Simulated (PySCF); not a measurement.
Sn(H)(F)(Me)2 (C₂H₇FSn), SMILES [F][SnH]([CH3])[CH3].

Geometry optimised at B3LYP-D3(BJ)/def2-SVP. The structure was generated by enumeration; whether it is a known compound was not checked. The def2 effective core potentials stand for the cores of Sn; spin–orbit coupling is left out.

Two levels are set side by side: PBE/def2-TZVP (PySCF) and HF/def2-TZVP (PySCF). Same geometry, gas phase. Differences are taken from unrounded values.

| quantity | HF |
|---|---|
| orbital gap (eV) | 13.63 |
| highest occupied level (eV) | -11.10 |
| lowest empty level (eV) | 2.53 |
| dipole moment (D) | 3.50 |
| mean polarisability (bohr³) | 58.9 |

Problem. What does PBE give, and how far is it from HF? (An estimate is asked for; the answer gives what the named calculation found.)

Solution. 
```json
[
 {"quantity": "orbital gap (eV)", "PBE": "6.07", "PBE minus HF": "-7.56"},
 {"quantity": "highest occupied level (eV)", "PBE": "-7.00", "PBE minus HF": "4.10"},
 {"quantity": "lowest empty level (eV)", "PBE": "-0.93", "PBE minus HF": "-3.46"},
 {"quantity": "dipole moment (D)", "PBE": "3.09", "PBE minus HF": "-0.41"},
 {"quantity": "mean polarisability (bohr³)", "PBE": "65.7", "PBE minus HF": "6.8"}
]
```

PBE's occupied levels lie high since its potential decays too fast outside the molecule; exact exchange lowers them and widens the gap. Loosely held outer electrons make PBE densities more polarisable. Differences between two approximate levels are no errors against the true value.

Rough cost on one machine, each run with all the roots and properties that it gave: HF against PBE about 1/3.
